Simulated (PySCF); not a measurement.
Start geometry of `FC[SiH]1CC1` from a GFN2-xTB structure with every atom displaced at random (by about 0.01 Å) (Å):
```
atom  x, y, z in Å
F1     1.6836    0.7525   -1.3269
C2     1.8640    0.1545   -0.1197
Si3    0.1811   -0.3431    0.6654
C4    -1.2142   -0.6914   -0.4741
C5    -1.3237    0.6682    0.2326
H6     2.5069   -0.6993   -0.3165
H7     2.4368    0.8644    0.5017
H8     0.3932   -0.9969    1.9512
H9    -1.1191   -0.6514   -1.5237
H10   -2.0074   -1.4127   -0.1771
H11   -1.2449    1.5395   -0.3875
H12   -2.1167    0.7874    0.9657
```

Q: What comes out of this run: PBE0-D3(BJ)/def2-SVP geometry optimisation, gas phase (PySCF 2.14.0)?

A: 
```
atom  x, y, z in Å
F1     1.322    1.234   -1.271
C2     1.719    0.686   -0.069
Si3    0.263   -0.284    0.668
C4    -0.964   -0.997   -0.522
C5    -1.450    0.266    0.224
H6     2.589    0.028   -0.242
H7     2.050    1.496    0.606
H8     0.553   -0.935    1.972
H9    -0.765   -0.875   -1.592
H10   -1.482   -1.936   -0.295
H11   -1.562    1.172   -0.382
H12   -2.267    0.130    0.940
```

The energy falls by 3.4 kcal/mol over 10 energy and gradient evaluations, the largest force component goes from 0.0307 to 4.2e-04 Eh/bohr, and the atoms move by 0.055 Å rms after alignment. The bond that changes most is C4–H9 (sp3 carbon bound to silicon to methylene hydrogen), which lengthens by 0.041 Å. Bonds longer at the end by more than 0.005 Å: 8 of 12; shorter: 3. Among the angles that change most is Si3–C4–H9, from 122.8° to 117.6°. Rotational constants go from 7025, 2672, 2326 to 6859, 2775, 2393 MHz. The orientation of the end geometry is arbitrary; only internal coordinates are fixed.

The run used 109 basis functions and 60 SCF cycles in all.

PBE0-D3(BJ)/def2-SVP frequencies: not computed here. The numbers are those of one conformer.
